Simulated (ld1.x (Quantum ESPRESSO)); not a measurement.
Results of a calculation; reference values are marked as such.
## Potentials for beryllium compared

Generated with ld1.x 7.5 (TM, RRKJ, ultrasoft, PAW), atompaw 4.2 or ONCVPSP 4.0.1. The cutoff is in Ry: for ld1.x and atompaw files where the sum of valence levels is converged to 10 mRy in a Bessel basis, for ONCV files where the hardest occupied wave has 1 mHa per electron of residual kinetic energy. The error is the largest all-electron minus pseudo excitation energy over each file’s own four to seven test configurations (ionisations up to +4, promotions, holes and added fractions of an electron), all of which were solved. The labels leave out finer settings (local radius, basis sizes, second energies), which also bear on the numbers. Spin-polarised tests are not counted. The rows are a selection from randomly drawn settings: files with unsolved tests, undetermined cutoffs or missed reference levels are left out.

```tsv
potential	cutoff (Ry)	largest error (meV)	bound ghosts
RRKJ, PBE, non-relativistic, rc 1.65/3.10/2.70 (spd), local s, core correction yes, reference 2s1.5 2p0.5	10	-60	none
RRKJ, PBE, scalar-relativistic, rc 2.00/2.95/2.85 (spd), local d, core correction no, reference 2s1.5 2p0	15	-46	none
PAW, PBEsol, scalar-relativistic, rc 1.90/4.75 (sp), local smoothed, core correction yes, reference 2s1 2p0	6	-2.3	none
TM, PBEsol, non-relativistic, rc 1.45/3.55 (sp), local s, core correction yes, reference 2s2 2p0	10	-104	none
TM, Wu–Cohen, scalar-relativistic, rc 1.30/4.20/4.00 (spd), local smoothed, core correction yes, reference 2s1.75 2p0	25	-156	none
```

Question: Fill in the row for Be: TM, PBEsol, scalar-relativistic, rc 1.50/3.40 (sp), local p, core correction yes, reference 2s2 2p0.

Answer: cutoff 10 Ry, largest error -95 meV, bound ghosts: none.

Question: Fill in the row for Be: TM, PBE, scalar-relativistic, rc 1.55/2.75/2.85 (spd), local s, core correction yes, reference 2s2 2p0.

Answer: cutoff 10 Ry, largest error -43 meV, bound ghosts: none.

Question: Fill in the row for Be: TM, PBEsol, scalar-relativistic, rc 1.25/4.20/4.50 (spd), local s, core correction yes, reference 2s1.5 2p0.5.

Answer: cutoff 30 Ry, largest error -129 meV, bound ghosts: none.
